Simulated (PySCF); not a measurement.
# Telling isomers of C₈H₇NO apart by NMR

Theoretical values (PySCF 2.14): geometry from GFN2-xTB, σ from GIAO-PBE0/pcSseg-1. Non-relativistic, averaged over atoms made equivalent by symmetry, fast rotation or ring inversion, one conformer, no solvent model.

Shifts are taken against calculated references (same method and geometry level): TMS for ¹H (31.72 ppm) and ¹³C (186.93 ppm). Where no couplings were computed, multiplicities follow the n + 1 count of equivalent neighbours, and m marks all less simple cases (inequivalent or close neighbours, rings, F or P nearby). Acid and N–H amide carbonyl carbons lie up to 10 ppm further downfield in solution (hydrogen bonding). Shifts are as computed. Against solution values, carbons near 30 ppm lie about +3 ppm off and those near 130 ppm about +5 ppm. Of 1211 compounds with measured shifts, 218 miss one by over three times the rms of a fit or turn the order of signals round; such compounds aren't used in these exercises. OH and NH positions are gas-phase values without hydrogen bonding to other molecules.

(1) Tabulate the signals of `Cc1ccc2oncc2c1`, `C#C/C=C(\C#C)NC(C)=O` and their relative energies.

(2) What is the quickest way to tell Cc1ccc2oncc2c1 from C#C/C=C(\C#C)NC(C)=O?

Results:

(1) 
```tsv
SMILES	carbon types	δC	δH	E rel. (kcal/mol)
Cc1ccc2oncc2c1	3×C 4×CH 1×CH3	169.3, 149.1, 138.3, 134.7, 129.6, 125.9, 114.7, 24.2	8.63 (m, 1H), 7.88 (d, 1H), 7.82 (s, 1H), 7.70 (d, 1H), 2.68 (s, 3H)	0.0
C#C/C=C(\C#C)NC(C)=O	4×C 3×CH 1×CH3	170.0, 134.0, 110.5, 97.8, 91.4, 85.5, 83.7, 26.6	7.72 (d, 1H), 6.17 (br, 1H), 3.24 (d, 1H), 2.92 (s, 1H), 2.03 (s, 3H)	65.7
```

Energies are electronic energies at PBE0/pcSseg-1 on these geometries, without zero-point or thermal terms, each for the one conformer computed, which needn't be the lowest.

(2) Both give the same number of carbon signals, but DEPT or the intensities differ. The first has an aromatic CH next to a ring nitrogen at 149.1 ppm, the second an alkyne carbon (C) at 83.7 ppm. Their most deshielded carbons lie at 169.3 and 170.0 ppm. In the proton spectra the most deshielded non-exchanging signals are 8.63 (m, 1H) and 7.72 (d, 1H).
